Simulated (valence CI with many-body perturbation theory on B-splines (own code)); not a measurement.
**Sensitivity of CI+MBPT for Ti VIII**

Computed by relativistic CI+MBPT: five valence electrons over a frozen Dirac-Fock core [Ne], radial functions for each j: 6 s, 6 p, 5 d, 3 f, 1 g, with the one-electron correlation potential Σ1, the two-electron term Σ2, the three-electron term Σ3, Breit, model QED; selected CI, second order for the rest, scaled by the run's own slope (own B-spline code, finite nucleus).

No measured levels were compared; by estimate levels hold to about 100 cm⁻¹ or 0.05 % of their energy and the worst to 300 or 400 cm⁻¹, as in measured light ions of charge 2 to 7. Among the levels kept, up to 1200 cm⁻¹ of a level comes from second order outside the variational space, and about a tenth of that is noise between levels of different J, which matters for small intervals.

The reference run has the lowest level 3s2 3p3 4S°_3/2 and an ionisation energy of 168.598 eV. Its largest variational space holds 10000 state functions.

Names give the largest LS component (configuration and term), which can be under half, so a name can repeat, a term be missing and a line seem to break the LS rules; names also repeat where a configuration has a term twice.

Changed runs:
A. scale of Σ1 1 → 0
B. box radius (bohr) 10.536 → 9.47
C. highest l in the core sums 6 → 3
D. start configuration 3s2 3p3 → 3s5 (bad on purpose)

Excitation energies of the reference run in cm⁻¹, and shifts in cm⁻¹:

| Level | Reference | A | B | C |
| --- | --- | --- | --- | --- |
| 3s2 3p3 2D°_3/2 | 32603 | -47 | 0 | -8.0 |
| 3s2 3p3 2D°_5/2 | 33665 | -64 | 0 | -6.9 |
| 3s2 3p3 2P°_1/2 | 54726 | -86 | 0 | -8.6 |
| 3s2 3p3 2P°_3/2 | 56160 | -110 | 0 | -7.2 |
| 3s 3p4 4P_5/2 | 194428 | +211 | 0 | -55 |
| 3s 3p4 4P_3/2 | 198051 | +175 | 0 | -56 |
| 3s 3p4 4P_1/2 | 199910 | +160 | 0 | -56 |
| 3s 3p4 2D_3/2 | 241231 | +122 | 0 | -157 |
| 3s 3p4 2D_5/2 | 241688 | +114 | 0 | -155 |
| 3s2 3p2 3d 2P_3/2 | 278285 | +89 | 0 | -415 |
| 3s2 3p2 3d 2P_1/2 | 281412 | +64 | 0 | -378 |
| 3s 3p4 2S_1/2 | 290915 | +18 | 0 | -167 |
| Ionisation energy (eV) | 168.598 | -0.456 | 0 | +0.021 |

No effect on these energies: B.

Run D: It gave no result: a shell was given more electrons than it holds. The program said: "a valence shell holds more than 4l+2 electrons".
